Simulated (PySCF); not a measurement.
**Kr²⁺: ionisation energy**

Kr²⁺ [Ar] 3d10 4s2 4p4 (3P) → Kr³⁺ [Ar] 3d10 4s2 4p3 (4S), as a difference of total energies. All numbers are calculated (PySCF 2.14, scalar relativity through the core potential, in aug-cc-pVQZ-PP with ECP10MDF). Correlated levels: valence: 3s2 3p6 3d10 frozen. The calculations carry no spin-orbit coupling.

Question: Order these methods by the ionisation energy they give, lowest first.
A. UHF
B. SCS-MP2 (valence)
C. CCSD(T) (valence)
D. MP2 (valence)

Answer: A (34.334 eV), D (35.176 eV), B (35.275 eV), C (35.334 eV).

The reference lies between the lowest fine-structure levels, while these numbers refer to the centres of the terms.

Errors of the correlated levels include the incompleteness of this basis and the frozen core.

For comparison: 35.838 ± 0.02 eV (measured; NIST Atomic Spectra Database, ionization energies).
